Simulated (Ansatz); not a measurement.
Geometry optimisation, UKS B3LYP-D4/def2-SVP in Ansatz 0.2.0.

input.yaml

```yaml
crystal:
  periodic: [false, false, false]
  atoms:
    - { symbol: Si, position_ang: [-0.822659, -0.876959, -0.316953] }
    - { symbol: H, position_ang: [0.533157, -1.344957, -0.219649] }
    - { symbol: F, position_ang: [-1.79248, -2.081804, -0.737455] }
    - { symbol: F, position_ang: [-1.357393, -0.29783, 1.079487] }
    - { symbol: F, position_ang: [-0.968054, 0.262403, -1.4375] }
    - { symbol: H, position_ang: [1.49601, 0.225621, 0.352871] }
    - { symbol: "N", position_ang: [1.343314, 1.224089, 0.478544] }
    - { symbol: H, position_ang: [0.620306, 1.313797, 1.190111] }
    - { symbol: H, position_ang: [0.9479, 1.575641, -0.389455] }
magnetization:
  spin_polarized: true
basis:
  gaussian: { orbitals: def2-SVP }
hamiltonian:
  xc: b3lyp
  dispersion: d4
relax:
  f_tol: 0.03
  max_steps: 50
output:
  orbitals: {}
```

Command:

```bash
$ ansatz run input.yaml --threads 2 --pin off --max-ram 3072MiB --backend cpu --events-out ev --progress --plain --runs-dir out
```

**Question.** Where does it end, and by what steps?

**Answer.** The run converged. After 4 steps the energy has fallen by 0.097 eV; H6 moved furthest, 0.50 Å.

```
step  energy less start (eV)  largest force component (eV/Å)  accepted
   0                  0.0000                           0.465       yes
   1                 -0.0633                           0.425       yes
   2                 -0.0837                           0.658       yes
   3                 -0.0958                           0.115       yes
   4                 -0.0967                           0.014       yes
```

```xyz
9
Properties=species:S:1:pos:R:3
Si -0.867 -0.976 -0.350
H 0.410 -1.688 -0.294
F -2.039 -1.991 -0.759
F -1.264 -0.339 1.070
F -0.853 0.199 -1.446
H 1.858 0.553 0.454
N 1.313 1.413 0.515
H 0.573 1.264 1.200
H 0.868 1.565 -0.389
```

Run time: 14 s on 2 threads of Intel(R) Xeon(R) Platinum 8375C CPU @ 2.90GHz (Ice Lake), with other jobs on the host, peak memory 0.28 GiB.
